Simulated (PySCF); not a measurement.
**Computed data sheet: `[CH2][Si](C)(C)C` [radical]**

Species: C₄H₁₁Si (doublet state).
Numbering: `[CH2:1][Si:2]([CH3:3])([CH3:4])[CH3:5]` (hydrogens: H6, H7 on C1; H8, H9, H10 on C3; H11, H12, H13 on C4; H14, H15, H16 on C5)

From PBE0-D3(BJ)/def2-SVP geometry optimisation, gas phase (PySCF):

```
Rotational constants A, B, C : 3.216, 3.156, 3.106 GHz
Dipole moment                : 0.07 D
```

UKS B3LYP, IGLO-III on C Si, pcH-1 on H, non-relativistic, mean-field spin-orbit, GIAO (PySCF):

```
Isotropic g value                                                      : 2.00260
Principal g values                                                     : 2.00220, 2.00280, 2.00281
Spin squared ⟨S²⟩                                                      : 0.754
Largest Mulliken spin population                                       : 1.06 on C1
Largest isotropic hyperfine couplings (means over sets of like nuclei) : 13C +75.1 (C1), 1H -57.2 (H6/H7), 29Si +40.9 (Si2), 13C +17.1 (C3/C4/C5), 1H +1.6 (H8/H9/H10/H11/H12/H13/H14/H15/H16) MHz
```

Monoisotopic mass from the formula: 87.0630 u.

At 9.50 GHz, hν = g·μB·B₀ (B₀ the magnetic field) puts the centre of the isotropic spectrum, to first order, at 338.9 mT. g_iso is shifted by about +280 ppm from the free-electron value 2.002319; the principal values span 0.0006. With B = h/(8π²I), that is 505.379 GHz u Å² over I, the principal moments of inertia are 157.2, 160.1 and 162.7 u Å² (most abundant isotopes); the inertial defect Ic − Ia − Ib is -154.6 u Å² (zero for a rigid planar frame, negative otherwise). ⟨S²⟩ is 0.004 above the pure-spin value S(S + 1) = 0.75. The rotational constants are those of a nearly prolate symmetric top.

Geometry: PBE0-D3(BJ)/def2-SVP; no solvent or vibrations. Couplings of like nuclei are plain means over topologically equivalent atoms, as if these changed places fast (by rotation of a methyl-like group, say); in this geometry the members of some sets differ.

For the geometry optimisation (PBE0-D3(BJ)/def2-SVP), hardware: x86-64 server, one thread (shared host). Cost: 1.8 min.
